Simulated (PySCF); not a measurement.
Electric field gradients and quadrupole coupling constants

Species: C6H13PS.
Geometry (PBE0-D3(BJ)/def2-SVP, Å), atoms numbered from 1 in this order:
```
atom  x, y, z in Å
C1     3.5263   -1.0595   -0.2647
S2     2.2832   -1.0071    1.0424
C3     1.6256    0.6597    0.7812
P4     0.6457    0.7808   -0.8057
C5    -0.8643   -0.1422   -0.2767
C6    -1.7174    0.2904    0.9368
C7    -2.9738   -0.0901    0.1301
C8    -2.1291   -0.0404   -1.1574
H9     3.0767   -0.8465   -1.2461
H10    3.9391   -2.0778   -0.2748
H11    4.3422   -0.3472   -0.0680
H12    0.9960    0.8757    1.6585
H13    2.4474    1.3947    0.7725
H14    0.1326    2.0998   -0.5776
H15   -0.5513   -1.1942   -0.1693
H16   -1.5418   -0.2255    1.8928
H17   -1.6538    1.3776    1.1081
H18   -3.3052   -1.1148    0.3575
H19   -3.8453    0.5784    0.1959
H20   -2.2030    0.9409   -1.6541
H21   -2.2851   -0.8224   -1.9151
```

Field gradients from the PBE0/pcSseg-1 density (PySCF, non-relativistic), principal values in atomic units, ordered |Vxx| ≤ |Vyy| ≤ |Vzz|:

| atom | Vxx | Vyy | Vzz |
| --- | --- | --- | --- |
| S2 | 0.6055 | 2.4956 | -3.1011 |

Problem. Find the asymmetry η = (Vxx − Vyy)/Vzz and the couplings χ = eQV/h (234.96 MHz × Q in barn × V in au), with Q(33S) = −0.0678 b.

Solution. 
```csv
atom,environment,nucleus,η,χzz (MHz),χxx (MHz),χyy (MHz)
S2,sulfide sulfur,33S,0.61,49.40,-9.65,-39.76
```

Problem. What is Vzz at S2 in SI units (1 au = 9.71736 × 10²¹ V/m²)?

Solution. -3.1011 au = -30.135 × 10²¹ V/m².

Problem. And the gradient at the other heavy atoms, for which no coupling is worked out here?

Solution. 
| atom | environment | Vzz (au) | η |
| --- | --- | --- | --- |
| C1 | S-methyl carbon | 0.250 | 0.12 |
| C3 | sp3 carbon bound to sulfur | 0.215 | 0.37 |
| P4 | phosphine phosphorus | -1.432 | 0.15 |
| C5 | sp3 carbon bound to phosphorus | -0.082 | 0.96 |
| C6 | four-membered-ring carbon | -0.064 | 0.60 |
| C7 | four-membered-ring carbon | -0.067 | 0.29 |
| C8 | four-membered-ring carbon | -0.069 | 0.78 |

Problem. What couplings would deuterons (Q(2H) = 0.00286 b) have in place of the hydrogens, at this geometry?

Solution. 
```
atom  bonded to  bond length (Å)  Vzz (au)     η  χzz (kHz)
  H9         C1            1.100    0.2845  0.04        191
 H10         C1            1.099    0.2936  0.05        197
 H11         C1            1.101    0.2895  0.03        195
 H12         C3            1.101    0.2892  0.05        194
 H13         C3            1.103    0.2878  0.03        193
 H14         P4            1.434    0.1651  0.10        111
 H15         C5            1.103    0.2831  0.04        190
 H16         C6            1.100    0.2931  0.00        197
 H17         C6            1.102    0.2876  0.01        193
 H18         C7            1.101    0.2907  0.02        195
 H19         C7            1.100    0.2932  0.00        197
 H20         C8            1.102    0.2872  0.01        193
 H21         C8            1.100    0.2937  0.00        197
```

Geometry: PBE0-D3(BJ)/def2-SVP, one conformer, isolated molecule. With a basis this small, the couplings can be 20 % off.

The run behind these numbers computed NMR shieldings as well. On one thread of an Arm Neoverse V2, shared host with 32 logical CPUs at a one-minute load of 23, this took 40 s of wall time and 0.99 GiB of memory at its peak.
